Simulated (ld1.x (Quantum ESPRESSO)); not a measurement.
## copper (Cu), RRKJ: configuration errors across variants

```json
{"Element": "copper (Cu)", "Generator": "ld1.x (Quantum ESPRESSO) 7.5", "Type": "norm-conserving RRKJ (Kleinman–Bylander form)", "Functional": "PBEsol", "Relativity": "scalar-relativistic", "Frozen core": "[Ar]", "Valence charge": "11", "Reference configuration": "3d9.5 4s0 4p0 (charge +1.5)", "Partial waves": "4s (bound, empty): rc 1.75 bohr; 4p (bound, empty): rc 1.70 bohr; 3d (bound): rc 1.60 bohr", "Local potential": "all-electron potential smoothed inside 1.75 bohr (lloc = -1)", "Core correction": "Bessel-smoothed model core inside 1.55 bohr"}
```

All-electron excitation energies from the reference (eV): (1) 3d10 4s0 4p0 -8.659; (2) 3d9 4s0 4p0 12.654; (3) 3d8 4s0 4p0 51.647; (4) 3d9 4s1 4p0 -5.156; (5) 3d7 4s0 4p0 111.321.

Tests that are not counted but printed errors over 1 eV. “base”: 3d10 4s1 4p0 (solver errors, printed error -1249 eV); 3d10 4s0.5 4p0 (solver errors, printed error -1241 eV). “core correction none”: 3d10 4s1 4p0 (solver errors, printed error -1229 eV); 3d10 4s0.5 4p0 (solver errors, printed error -1227 eV); 1 more. “core correction Bessel-smoothed model core inside 0.76 bohr”: 3d10 4s1 4p0 (solver errors, printed error -1257 eV); 3d10 4s0.5 4p0 (solver errors, printed error -1249 eV). “core correction Bessel-smoothed model core inside 0.96 bohr”: 3d10 4s1 4p0 (solver errors, printed error -1257 eV); 3d10 4s0.5 4p0 (solver errors, printed error -1250 eV). “core correction Bessel-smoothed model core inside 1.16 bohr”: 3d10 4s1 4p0 (solver errors, printed error -1256 eV); 3d10 4s0.5 4p0 (solver errors, printed error -1249 eV).

Errors AE − PS in meV (a dash: test not solved or not reliable):

| change | (1) | (2) | (3) | (4) | (5) | bound ghosts |
| --- | --- | --- | --- | --- | --- | --- |
| base | -20 | -29 | -279 | -36 | -654 | none |
| core correction none | -12 | -18 | -153 | – | -250 | none |
| core correction Bessel-smoothed model core inside 0.76 bohr | -21 | -30 | -300 | -40 | -750 | none |
| core correction Bessel-smoothed model core inside 0.96 bohr | -21 | -30 | -301 | -40 | -751 | none |
| core correction Bessel-smoothed model core inside 1.16 bohr | -21 | -30 | -299 | -39 | -744 | none |
| core correction Bessel-smoothed model core inside 1.28 bohr | -21 | -30 | -296 | -39 | -729 | none |
| core correction Bessel-smoothed model core inside 1.44 bohr | -20 | -30 | -288 | -37 | -692 | none |
| core correction Bessel-smoothed model core inside 1.60 bohr | -20 | -29 | -275 | -35 | -639 | none |
| core correction Bessel-smoothed model core inside 1.80 bohr | -19 | -27 | -252 | -33 | -550 | none |
| core correction Bessel-smoothed model core inside 1.88 bohr | -19 | -26 | -243 | -32 | -520 | none |

Q: Give the same row for: core correction Bessel-smoothed model core inside 0.64 bohr.

A: -21, -30, -300, -40, -750; bound ghosts: none. Not counted: 3d10 4s1 4p0 (solver errors, printed error -1257 eV); 3d10 4s0.5 4p0 (solver errors, printed error -1249 eV).
